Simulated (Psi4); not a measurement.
C$_{4}$H$_{12}$O$_{3}$Si, triplet, at the geometry of the source list (a higher spin typed on purpose: for a closed-shell molecule this is an excited state); PBE/3-21G (Psi4 1.11).

Input for Psi4:
```
memory 2 GB

molecule mol {
0 3
C    -2.360200   -1.278800   -0.522300
O    -1.501300   -0.181200   -0.658100
Si   -0.000200   -0.001600   -0.066000
C     0.005000    0.045400    1.844200
O     0.605100    1.364200   -0.701900
C     0.081800    2.660800   -0.626000
O     0.890800   -1.232200   -0.638700
C     2.273800   -1.423400   -0.531300
H    -1.894100   -2.179900   -0.924500
H    -2.610300   -1.446800    0.528100
H    -3.271900   -1.055000   -1.079200
H    -0.661200    0.813500    2.227400
H     0.996500    0.253800    2.236700
H    -0.317100   -0.901500    2.268700
H    -0.924500    2.691300   -1.047100
H     0.741100    3.316500   -1.197700
H     0.043300    3.002400    0.411300
H     2.810600   -0.584000   -0.976500
H     2.521800   -2.343800   -1.063100
H     2.570900   -1.519800    0.515900
}

set {
  basis 3-21g
  reference uks
}

energy('pbe')
print_variables()
```

The log (banner, timings and long lists left out):

```
   => Loading Basis Set <=

    Name: 3-21G
    Role: ORBITAL
    Keyword: BASIS

         ---------------------------------------------------------
                                   SCF
               by Justin Turney, Rob Parrish, Andy Simmonett
                          and Daniel G. A. Smith
                              UKS Reference
         ---------------------------------------------------------

  ==> Geometry <==

    Molecular point group: c1
    Full point group: C1

    Geometry (in Angstrom), charge = 0, multiplicity = 3:

       Center              X                  Y                   Z               Mass
    ------------   -----------------  -----------------  -----------------  -----------------
         C           -2.359597099170    -1.273385686948    -0.302349833545    12.000000000000
         O           -1.500697099170    -0.175785686948    -0.438149833545    15.994914619570
         SI           0.000402900830     0.003814313052     0.153950166455    27.976926534650
         C            0.005602900830     0.050814313052     2.064150166455    12.000000000000
         O            0.605702900830     1.369614313052    -0.481949833545    15.994914619570
         C            0.082402900830     2.666214313052    -0.406049833545    12.000000000000
         O            0.891402900830    -1.226785686948    -0.418749833545    15.994914619570
         C            2.274402900830    -1.417985686948    -0.311349833545    12.000000000000
         H           -1.893497099170    -2.174485686948    -0.704549833545     1.007825032230
         H           -2.609697099170    -1.441385686948     0.748050166455     1.007825032230
         H           -3.271297099170    -1.049585686948    -0.859249833545     1.007825032230
         H           -0.660597099170     0.818914313052     2.447350166455     1.007825032230
         H            0.997102900830     0.259214313052     2.456650166455     1.007825032230
         H           -0.316497099170    -0.896085686948     2.488650166455     1.007825032230
         H           -0.923897099170     2.696714313052    -0.827149833545     1.007825032230
         H            0.741702900830     3.321914313052    -0.977749833545     1.007825032230
         H            0.043902900830     3.007814313052     0.631250166455     1.007825032230
         H            2.811202900830    -0.578585686948    -0.756549833545     1.007825032230
         H            2.522402900830    -2.338385686948    -0.843149833545     1.007825032230
         H            2.571502900830    -1.514385686948     0.735850166455     1.007825032230

  Running in c1 symmetry.

  Rotational constants: A =      0.05294  B =      0.05294  C =      0.03683 [cm^-1]
  Rotational constants: A =   1587.11886  B =   1587.09116  C =   1104.26626 [MHz]
  Nuclear repulsion =  521.514557905563152

  Charge       = 0
  Multiplicity = 3
  Electrons    = 74
  Nalpha       = 38
  Nbeta        = 36

  ==> Algorithm <==

  SCF Algorithm Type is DF.
  DIIS enabled.
  MOM disabled.
  Fractional occupation disabled.
  Guess Type is SAD.
  Energy threshold   = 1.00e-06
  Density threshold  = 1.00e-06
  Integral threshold = 1.00e-12

  ==> Primary Basis <==

  Basis Set: 3-21G
    Blend: 3-21G
    Number of shells: 66
    Number of basis functions: 100
    Number of Cartesian functions: 100
    Spherical Harmonics?: false
    Max angular momentum: 1

  ==> DFT Potential <==

   => LibXC <=

    Version 7.1.2
    S. Lehtola, C. Steigemann, M. J. T. Oliveira, and M. A. L. Marques,  SoftwareX 7, 1–5 (2018) (10.1016/j.softx.2017.11.002)

   => Composite Functional: PBE <=

    PBE GGA Exchange-Correlation Functional

    J.P. Perdew et. al., Phys. Rev. Lett., 77(18), 3865-3868, 1996

    Deriv               =              1
    GGA                 =           TRUE
    Meta                =          FALSE

    Exchange Hybrid     =          FALSE
    MP2 Hybrid          =          FALSE

   => Exchange Functionals <=

    1.0000     XC_GGA_X_PBE

   => Correlation Functionals <=

    1.0000     XC_GGA_C_PBE

   => LibXC Density Thresholds  <==

    XC_GGA_C_PBE:  1.00E-12
    XC_GGA_X_PBE:  1.00E-15

   => Molecular Quadrature <=

    Radial Scheme          =       TREUTLER
    Pruning Scheme         =           NONE
    Nuclear Scheme         =       TREUTLER

    Blocking Scheme        =         OCTREE
    BS radius alpha        =              1
    Pruning alpha          =              1
    Radial Points          =             75
    Spherical Points       =            302
    Total Points           =         423521
    Total Blocks           =           3105
    Max Points             =            256
    Max Functions          =             91
    Weights Tolerance      =       1.00E-15

   => Loading Basis Set <=

    Name: (3-21G AUX)
    Role: JKFIT
    Keyword: DF_BASIS_SCF

  ==> Integral Setup <==

  SCF_SUBTYPE=INCORE selected. In-core MEM_DF algorithm will be used.
  Using in-core AOs.

  ==> MemDFJK: Density-Fitted J/K Matrices <==

    J tasked:                   Yes
    K tasked:                    No
    wK tasked:                   No
    Algorithm:                 Core
    Schwarz Cutoff:           1E-12
    Mask sparsity (%):       8.6200
    Fitting Condition:        1E-10

   => Auxiliary Basis Set <=

  Basis Set: (3-21G AUX)
    Blend: DEF2-UNIVERSAL-JKFIT
    Number of shells: 285
    Number of basis functions: 1030
    Number of Cartesian functions: 1030
    Spherical Harmonics?: false
    Max angular momentum: 4

  Minimum eigenvalue in the overlap matrix is 2.5375801528E-02.
  Reciprocal condition number of the overlap matrix is 5.9259258493E-03.
    Using symmetric orthogonalization.

  ==> Pre-Iterations <==

  SCF Guess: Superposition of Atomic Densities via on-the-fly atomic UHF (no occupation information).

   -------------------------
    Irrep   Nso     Nmo
   -------------------------
     A        100     100
   -------------------------
    Total     100     100
[...]
   @DF-UKS iter  46:  -670.30300769783298    2.00593e-02   2.98904e-03 DIIS/ADIIS
   @DF-UKS iter  47:  -670.34283739657724   -3.98297e-02   1.88385e-03 DIIS/ADIIS
   @DF-UKS iter  48:  -670.29510790352731    4.77295e-02   3.11359e-03 DIIS/ADIIS
   @DF-UKS iter  49:  -670.31682055283795   -2.17126e-02   2.68007e-03 DIIS/ADIIS
   @DF-UKS iter  50:  -670.31766455473667   -8.44002e-04   2.62096e-03 DIIS/ADIIS
   @DF-UKS iter  51:  -670.35816216280068   -4.04976e-02   1.10198e-03 DIIS/ADIIS
   @DF-UKS iter  52:  -670.28760632338992    7.05558e-02   3.26470e-03 DIIS/ADIIS
   @DF-UKS iter  53:  -670.29214863339212   -4.54231e-03   3.16231e-03 DIIS/ADIIS
   @DF-UKS iter  54:  -670.31732775292062   -2.51791e-02   2.57898e-03 DIIS/ADIIS
   @DF-UKS iter  55:  -670.32811742258309   -1.07897e-02   2.25157e-03 DIIS/ADIIS
   @DF-UKS iter  56:  -670.30307452263924    2.50429e-02   2.95679e-03 DIIS/ADIIS
   @DF-UKS iter  57:  -670.32901267722332   -2.59382e-02   2.23365e-03 DIIS/ADIIS
   @DF-UKS iter  58:  -670.32696229752924    2.05038e-03   2.39773e-03 DIIS/ADIIS
   @DF-UKS iter  59:  -670.31343027198159    1.35320e-02   2.73865e-03 DIIS/ADIIS
   @DF-UKS iter  60:  -670.33797733663278   -2.45471e-02   2.02943e-03 DIIS/ADIIS
   @DF-UKS iter  61:  -670.29479519583253    4.31821e-02   3.12753e-03 DIIS/ADIIS
   @DF-UKS iter  62:  -670.28433784550543    1.04574e-02   3.36601e-03 DIIS/ADIIS
   @DF-UKS iter  63:  -670.28418258172985    1.55264e-04   3.34661e-03 DIIS/ADIIS
   @DF-UKS iter  64:  -670.29154004532495   -7.35746e-03   3.20428e-03 DIIS/ADIIS
   @DF-UKS iter  65:  -670.28934539095394    2.19465e-03   3.28364e-03 DIIS/ADIIS
   @DF-UKS iter  66:  -670.31230508532985   -2.29597e-02   2.80674e-03 DIIS/ADIIS
   @DF-UKS iter  67:  -670.33305758111408   -2.07525e-02   2.19865e-03 DIIS/ADIIS
   @DF-UKS iter  68:  -670.29346073094598    3.95969e-02   3.15841e-03 DIIS/ADIIS
   @DF-UKS iter  69:  -670.30095518972428   -7.49446e-03   3.01003e-03 DIIS/ADIIS
   @DF-UKS iter  70:  -670.30118441573700   -2.29226e-04   2.99768e-03 DIIS/ADIIS
   @DF-UKS iter  71:  -670.26088022074453    4.03042e-02   3.86195e-03 DIIS/ADIIS
   @DF-UKS iter  72:  -670.29838163281431   -3.75014e-02   3.04332e-03 DIIS/ADIIS
   @DF-UKS iter  73:  -670.29994556686620   -1.56393e-03   3.03004e-03 DIIS/ADIIS
   @DF-UKS iter  74:  -670.28318036734049    1.67652e-02   3.39280e-03 DIIS/ADIIS
   @DF-UKS iter  75:  -670.35486833493746   -7.16880e-02   1.29039e-03 DIIS/ADIIS
   @DF-UKS iter  76:  -670.28231974854077    7.25486e-02   3.40347e-03 DIIS/ADIIS
   @DF-UKS iter  77:  -670.28388328811263   -1.56354e-03   3.37464e-03 DIIS/ADIIS
   @DF-UKS iter  78:  -670.27543998041165    8.44331e-03   3.48535e-03 DIIS/ADIIS
   @DF-UKS iter  79:  -670.30055022392617   -2.51102e-02   3.00692e-03 DIIS/ADIIS
   @DF-UKS iter  80:  -670.31644864172620   -1.58984e-02   2.55537e-03 DIIS/ADIIS
   @DF-UKS iter  81:  -670.36166197923774   -4.52133e-02   8.98893e-04 DIIS/ADIIS
   @DF-UKS iter  82:  -670.31627597863735    4.53860e-02   2.61390e-03 DIIS/ADIIS
   @DF-UKS iter  83:  -670.32788376487031   -1.16078e-02   2.26308e-03 DIIS/ADIIS
   @DF-UKS iter  84:  -670.30857067380418    1.93131e-02   2.82156e-03 DIIS/ADIIS
   @DF-UKS iter  85:  -670.31805280657807   -9.48213e-03   2.56491e-03 DIIS/ADIIS
   @DF-UKS iter  86:  -670.29149852992930    2.65543e-02   3.20131e-03 DIIS/ADIIS
   @DF-UKS iter  87:  -670.29094552891877    5.53001e-04   3.20538e-03 DIIS/ADIIS
   @DF-UKS iter  88:  -670.32631582631825   -3.53703e-02   2.28948e-03 DIIS/ADIIS
   @DF-UKS iter  89:  -670.30562664306399    2.06892e-02   2.89273e-03 DIIS/ADIIS
   @DF-UKS iter  90:  -670.29562839039397    9.99825e-03   3.13397e-03 DIIS/ADIIS
   @DF-UKS iter  91:  -670.32563138558885   -3.00030e-02   2.46499e-03 DIIS/ADIIS
   @DF-UKS iter  92:  -670.29249331490485    3.31381e-02   3.16566e-03 DIIS/ADIIS
   @DF-UKS iter  93:  -670.34301151912200   -5.05182e-02   1.87946e-03 DIIS/ADIIS
   @DF-UKS iter  94:  -670.29987243157393    4.31391e-02   3.00086e-03 DIIS/ADIIS
   @DF-UKS iter  95:  -670.30264819193667   -2.77576e-03   2.97234e-03 DIIS/ADIIS
   @DF-UKS iter  96:  -670.29168821976111    1.09600e-02   3.20023e-03 DIIS/ADIIS
   @DF-UKS iter  97:  -670.29689194431273   -5.20372e-03   3.09051e-03 DIIS/ADIIS
   @DF-UKS iter  98:  -670.35206945823165   -5.51775e-02   1.43495e-03 DIIS/ADIIS
   @DF-UKS iter  99:  -670.27875971473406    7.33097e-02   3.45789e-03 DIIS/ADIIS
   @DF-UKS iter 100:  -670.24790803878727    3.08517e-02   4.23220e-03 DIIS/ADIIS

PsiException: Could not converge SCF iterations in 100 iterations.

  Failed to converge.

Traceback (most recent call last):
  File "psi4", line 375, in <module>
  File "<string>", line 41, in <module>
  File "site-packages/psi4/driver/driver.py", line 533, in energy
  File "site-packages/psi4/driver/procrouting/proc.py", line 2760, in run_scf
  File "site-packages/psi4/driver/procrouting/proc.py", line 2047, in scf_helper
  File "site-packages/psi4/driver/procrouting/scf_proc/scf_iterator.py", line 93, in scf_compute_energy
  File "site-packages/psi4/driver/procrouting/scf_proc/scf_iterator.py", line 86, in scf_compute_energy
  File "site-packages/psi4/driver/procrouting/scf_proc/scf_iterator.py", line 609, in scf_iterate

psi4.driver.p4util.exceptions.SCFConvergenceError: Could not converge SCF iterations in 100 iterations.

Printing out the relevant lines from the Psithon --> Python processed input file:
    H     2.570900   -1.519800    0.515900
    ""","mol")
    core.IO.set_default_namespace("mol")
    core.set_global_option("BASIS", "3-21g")
    core.set_global_option("REFERENCE", "uks")
--> energy('pbe')
    print_variables()

!-------------------------------------------------------!
!                                                       !
!  Could not converge SCF iterations in 100 iterations. !
!                                                       !
!-------------------------------------------------------!
```

Convergence was not reached.
